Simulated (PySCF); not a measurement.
F3La (SMILES [F][La]([F])[F]), singlet, at a GFN2-xTB geometry (such geometries of metal compounds can be far from the true shape) (core potentials on La); PBE/def2-SV(P) in PySCF.

The PySCF input:
```python
from pyscf import gto, scf, dft

mol = gto.Mole()
mol.atom = '''
    La    0.03101627   -0.05651823   -0.13480663
    F    -1.70864996   -0.89419144    0.33144867
    F    -0.05107305    1.90142145   -0.45924858
    F     1.56328666   -0.64928125    0.98157523
'''
mol.basis = 'def2-sv(p)'
mol.ecp = {'La': 'def2-sv(p)'}
mol.verbose = 4
mol.build()

mf = dft.RKS(mol)
mf.xc = 'pbe'
mf.diis_space = 4
mf.kernel()
```

**Question.** Write the output that PySCF gives for this input, abridged.

**Answer.** 
```
PySCF version 2.14.0

[INPUT] verbose = 4
[INPUT] num. atoms = 4
[INPUT] num. electrons = 38
[INPUT] charge = 0
[INPUT] spin (= nelec alpha-beta = 2S) = 0
[INPUT] symmetry False subgroup None
[INPUT] Mole.unit = angstrom
[INPUT] Symbol           X                Y                Z      unit          X                Y                Z       unit  Magmom
[INPUT]  1 La     0.031016270000  -0.056518230000  -0.134806630000 AA    0.058612255706  -0.106803975745  -0.254747610476 Bohr   0.0
[INPUT]  2 F     -1.708649960000  -0.894191440000   0.331448670000 AA   -3.228880467149  -1.689776924530   0.626347210651 Bohr   0.0
[INPUT]  3 F     -0.051073050000   1.901421450000  -0.459248580000 AA   -0.096514076846   3.593165787873  -0.867854039295 Bohr   0.0
[INPUT]  4 F      1.563286660000  -0.649281250000   0.981575230000 AA    2.954183641586  -1.226963740315   1.854908355357 Bohr   0.0

nuclear repulsion = 117.567265728239
number of shells = 29
number of NR pGTOs = 122
number of NR cGTOs = 67
basis = def2-sv(p)
ecp = {'La': 'def2-sv(p)'}

******** <class 'pyscf.dft.rks.RKS'> ********
method = RKS
initial guess = minao
damping factor = 0
level_shift factor = 0
DIIS = <class 'pyscf.scf.diis.CDIIS'>
diis_start_cycle = 1
diis_space = 4
diis_damp = 0
SCF conv_tol = 1e-09
SCF conv_tol_grad = None
SCF max_cycles = 50
direct_scf = True
direct_scf_tol = 1e-13
XC library pyscf.dft.libxc version 7.1.2
    S. Lehtola, C. Steigemann, M. J. T. Oliveira, and M. A. L. Marques,  SoftwareX 7, 1–5 (2018)
XC functionals = pbe
    J. P. Perdew, K. Burke, and M. Ernzerhof,  Phys. Rev. Lett. 77, 3865 (1996)
    J. P. Perdew, K. Burke, and M. Ernzerhof,  Phys. Rev. Lett. 78, 1396 (1997)
    J. P. Perdew, K. Burke, and M. Ernzerhof,  Phys. Rev. Lett. 77, 3865 (1996)
    J. P. Perdew, K. Burke, and M. Ernzerhof,  Phys. Rev. Lett. 78, 1396 (1997)
radial grids:
    Treutler-Ahlrichs [JCP 102, 346 (1995); DOI:10.1063/1.469408] (M4) radial grids

becke partition: Becke, JCP 88, 2547 (1988); DOI:10.1063/1.454033
pruning grids: <function nwchem_prune>
grids dens level: 3
symmetrized grids: False
atomic radii adjust function: <function treutler_atomic_radii_adjust>
small_rho_cutoff = 0
Set gradient conv threshold to 3.16228e-05
Initial guess from minao.
tot grids = 67496
init E= -327.630473920058
  HOMO = -0.699855374584443  LUMO = -0.39255215934903  gap/eV = 8.36215
cycle= 1 E= -330.577205511707  delta_E= -2.95  |g|= 1.11  |ddm|= 10.3
  HOMO = -0.108310883235615  LUMO = -0.0627763967266333  gap/eV = 1.23906
cycle= 2 E= -329.844282800223  delta_E= 0.733  |g|= 2.36  |ddm|= 2.46
  HOMO = -0.281748042641595  LUMO = -0.063540820119794  gap/eV = 5.93772
cycle= 3 E= -330.772019253208  delta_E= -0.928  |g|= 0.313  |ddm|= 1.63
  HOMO = -0.283194239230219  LUMO = -0.0884270652800083  gap/eV = 5.29988
cycle= 4 E= -330.796121919655  delta_E= -0.0241  |g|= 0.0323  |ddm|= 0.479
  HOMO = -0.279287929303423  LUMO = -0.0862128434451357  gap/eV = 5.25384
cycle= 5 E= -330.79631568264  delta_E= -0.000194  |g|= 0.00792  |ddm|= 0.035
  HOMO = -0.27964217457908  LUMO = -0.085971303030572  gap/eV = 5.27005
cycle= 6 E= -330.796329577894  delta_E= -1.39e-05  |g|= 0.00159  |ddm|= 0.00778
  HOMO = -0.279977081094302  LUMO = -0.0861107062899045  gap/eV = 5.27537
cycle= 7 E= -330.796329944596  delta_E= -3.67e-07  |g|= 0.00101  |ddm|= 0.00202
  HOMO = -0.27987272388362  LUMO = -0.0860513667526419  gap/eV = 5.27415
cycle= 8 E= -330.796330110417  delta_E= -1.66e-07  |g|= 0.000275  |ddm|= 0.000883
  HOMO = -0.279862317336457  LUMO = -0.0860478285461532  gap/eV = 5.27396
cycle= 9 E= -330.796330117344  delta_E= -6.93e-09  |g|= 0.000199  |ddm|= 0.000275
  HOMO = -0.279860570917246  LUMO = -0.0860564554327041  gap/eV = 5.27368
cycle= 10 E= -330.7963301244  delta_E= -7.06e-09  |g|= 5.18e-05  |ddm|= 0.000193
  HOMO = -0.2798641120517  LUMO = -0.0860551456762124  gap/eV = 5.27381
cycle= 11 E= -330.79633012493  delta_E= -5.3e-10  |g|= 1.81e-05  |ddm|= 6.46e-05
  HOMO = -0.279862566837123  LUMO = -0.0860542367564143  gap/eV = 5.27379
Extra cycle  E= -330.79633012496  delta_E= -3.05e-11  |g|= 1.56e-05  |ddm|= 4.42e-05
converged SCF energy = -330.79633012496
```
